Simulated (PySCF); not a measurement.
# A survey of ²⁹Si NMR shifts

How the numbers were obtained: shieldings: GIAO PBE0/pcSseg-1, geometry: GFN2-xTB, in PySCF (fast rotation and ring inversion assumed for equivalent nuclei, in vacuum, one computed conformer, non-relativistic Hamiltonian).

Shieldings were converted by a linear fit to measured shifts: ²⁹Si (scatter 8.9 ppm rms, 25.8 ppm with the 6 outliers that the fit left out vs TMS, solution or neat liquid). A few per cent of atoms miss by over 2 rms, more outside the fitted compound classes.

Problem. Give the ²⁹Si shifts of `[SiH3]O[SiH]1C=CC=C1`, `[SiH3]O[SiH]1C=CC=C1`, `ClC[C@@H]1C[SiH2]O[SiH2]1`, `[SiH3]OC1=CC=C[SiH2]1`, `[SiH3]OC1=CC=C[SiH2]1`, `[SiH3]N([SiH3])[SiH2]P`, `C#C[C@@H]1C[SiH2]O[SiH2]1`, `C#C[C@@H]1C[SiH2]O[SiH2]1`, `[SiH3][SiH2]c1ccco1`, `[SiH3][SiH2]c1ccco1`, `[SiH3][SiH2]c1ccco1`.

Solution. 
```
                                           compound                                             environment  δ (ppm)
   [SiH3:1][O:2][SiH:3]1[CH:4]=[CH:5][CH:6]=[CH:7]1  Si3: silicon bonded to 2 C, O, H, in a 5-membered ring    -24.3
   [SiH3:1][O:2][SiH:3]1[CH:4]=[CH:5][CH:6]=[CH:7]1                           Si1: silicon bonded to O, 3 H    -41.8
   [SiH3:1][O:2][SiH:3]1[CH:4]=[CH:5][CH:6]=[CH:7]1  Si3: silicon bonded to 2 C, O, H, in a 5-membered ring    -24.3
   [SiH3:1][O:2][SiH:3]1[CH:4]=[CH:5][CH:6]=[CH:7]1                           Si1: silicon bonded to O, 3 H    -41.8
[Cl:1][CH2:2][C@@H:3]1[CH2:4][SiH2:5][O:6][SiH2:7]1  Si5: silicon bonded to C, O, 2 H, in a 5-membered ring     -5.8
[Cl:1][CH2:2][C@@H:3]1[CH2:4][SiH2:5][O:6][SiH2:7]1  Si7: silicon bonded to C, O, 2 H, in a 5-membered ring    -11.8
   [SiH3:1][O:2][C:3]1=[CH:4][CH:5]=[CH:6][SiH2:7]1                           Si1: silicon bonded to O, 3 H    -38.5
   [SiH3:1][O:2][C:3]1=[CH:4][CH:5]=[CH:6][SiH2:7]1   Si7: silicon bonded to 2 C, 2 H, in a 5-membered ring    -62.9
   [SiH3:1][O:2][C:3]1=[CH:4][CH:5]=[CH:6][SiH2:7]1                           Si1: silicon bonded to O, 3 H    -38.5
   [SiH3:1][O:2][C:3]1=[CH:4][CH:5]=[CH:6][SiH2:7]1   Si7: silicon bonded to 2 C, 2 H, in a 5-membered ring    -62.9
             [SiH3:1][N:2]([SiH3:3])[SiH2:4][PH2:5]                        Si4: silicon bonded to N, P, 2 H    -30.5
             [SiH3:1][N:2]([SiH3:3])[SiH2:4][PH2:5]                    Si1/3: silicon bonded to N, 3 H (×2)    -42.5
 [CH:1]#[C:2][C@@H:3]1[CH2:4][SiH2:5][O:6][SiH2:7]1  Si5: silicon bonded to C, O, 2 H, in a 5-membered ring     -8.5
 [CH:1]#[C:2][C@@H:3]1[CH2:4][SiH2:5][O:6][SiH2:7]1  Si7: silicon bonded to C, O, 2 H, in a 5-membered ring    -10.1
 [CH:1]#[C:2][C@@H:3]1[CH2:4][SiH2:5][O:6][SiH2:7]1  Si5: silicon bonded to C, O, 2 H, in a 5-membered ring     -8.5
 [CH:1]#[C:2][C@@H:3]1[CH2:4][SiH2:5][O:6][SiH2:7]1  Si7: silicon bonded to C, O, 2 H, in a 5-membered ring    -10.1
     [SiH3:1][SiH2:2][c:3]1[cH:4][cH:5][cH:6][o:7]1                       Si2: silicon bonded to C, Si, 2 H    -79.6
     [SiH3:1][SiH2:2][c:3]1[cH:4][cH:5][cH:6][o:7]1                          Si1: silicon bonded to Si, 3 H   -104.2
     [SiH3:1][SiH2:2][c:3]1[cH:4][cH:5][cH:6][o:7]1                       Si2: silicon bonded to C, Si, 2 H    -79.6
     [SiH3:1][SiH2:2][c:3]1[cH:4][cH:5][cH:6][o:7]1                          Si1: silicon bonded to Si, 3 H   -104.2
     [SiH3:1][SiH2:2][c:3]1[cH:4][cH:5][cH:6][o:7]1                       Si2: silicon bonded to C, Si, 2 H    -79.6
     [SiH3:1][SiH2:2][c:3]1[cH:4][cH:5][cH:6][o:7]1                          Si1: silicon bonded to Si, 3 H   -104.2
```
